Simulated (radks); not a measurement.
Values are calculated unless marked as measured or tabulated.
Effect of the nuclear size on the rubidium ion Rb+, [Kr]. Code: a radial shooting solver on a logarithmic mesh with Libxc functionals. Model: Dirac Kohn-Sham, exchange-only LDA, spin-unpolarised, spherical densities, finite nucleus; Fermi nuclear charge, rms radius 4.2036 fm. The rms radius is varied about that value; shifts are against it.

| rms radius (fm) | total energy shift (eV) | density at nucleus (e/bohr^3) | 1s1/2 shift (meV) | 2s1/2 shift (meV) | 3p1/2 shift (meV) | 4s1/2 shift (meV) |
|---|---|---|---|---|---|---|
| 3.3965 | -0.250 | 5.567e+04 | -106 | -10.9 | 0.160 | -0.220 |
| 3.9346 | -0.0888 | 5.498e+04 | -37.7 | -3.85 | 0.057 | -0.078 |
| 4.2036 | 0 | 5.468e+04 | 0.000 | 0.000 | 0.000 | 0.000 |
| 4.5819 | 0.134 | 5.428e+04 | 56.9 | 5.81 | -0.086 | 0.118 |
| 5.1746 | 0.365 | 5.373e+04 | 155 | 15.8 | -0.234 | 0.321 |

Slopes of the eigenvalues against <r^2> in GHz/fm^2, as finite differences over the two radii next to the reference (eigenvalue slopes, not the field-shift constants of lines): 1s1/2 4150, 2s1/2 424, 3p1/2 -6.26, 4s1/2 8.58.
